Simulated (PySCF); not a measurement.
**Radial density of Te (tellurium, neutral)**

B97-3, [Kr] 4d10 5s2 5p4, high-spin 3P determinant. Computed with PySCF 2.14 in x2c-TZVPPall (8s6p4d2f, 60 functions), with the spin-free X2C one-electron Hamiltonian (Gaussian nucleus).

```
r (bohr)  4πr²ρ (e/bohr)  4πr²(ρα − ρβ)
  0.0254           64.35         0.0104
  0.0427           59.11         0.0286
  0.0718           82.88         0.0313
   0.121           72.87        -0.0084
   0.203           66.66         0.0554
   0.342           52.85         0.0078
   0.575           23.50         0.1521
   0.967           19.67        -0.0194
    1.63           4.932         0.6993
    2.74           2.170         0.7757
    4.60          0.2811         0.1129
    7.74       0.0009679         0.0004
```

Densities and radii are taken from the X2C orbitals without a picture-change correction, which distorts them close to the nucleus.

(1) Where is the radial spin density 4πr²(ρα − ρβ) most negative, and why is it negative at all?

Answers

(1) Around r = 0.967 bohr, down to -0.0194 e/bohr: exchange with the open shell polarises the paired shells in an unrestricted calculation.
